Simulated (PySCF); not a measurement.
F₂Ge, neutral, multiplicity 1. Atoms are numbered in the order given.

```xyz
3

Ge     0.0000     0.0000     0.4177
F      0.0000    -1.3212    -0.7425
F      0.0000     1.3212    -0.7425
```
Charge 0, spin multiplicity 1.

Geometry: B3LYP-D3(BJ)/def2-TZVP. The isomer is the one that the SMILES or the coordinates give; other isomers of the formula were not compared.

The numbers are results of PySCF with PBE/def2-TZVPD, not measurements.

Computed frontier levels, gap, dipole moment and polarisability:
```yaml
highest_occupied_level: -7.80 eV
lowest_empty_level: -3.50 eV
orbital_gap: 4.30 eV
dipole_moment: 2.45 D
quadrupole, principal values (traceless, Buckingham form, about the centre of nuclear charge): -4.69, -0.70, 5.40 D·Å
mean_static_polarisability: 31.8 bohr³ (4.72 Å³)
polarisability_principal_values: 28.2, 32.4, 34.9 bohr³
```
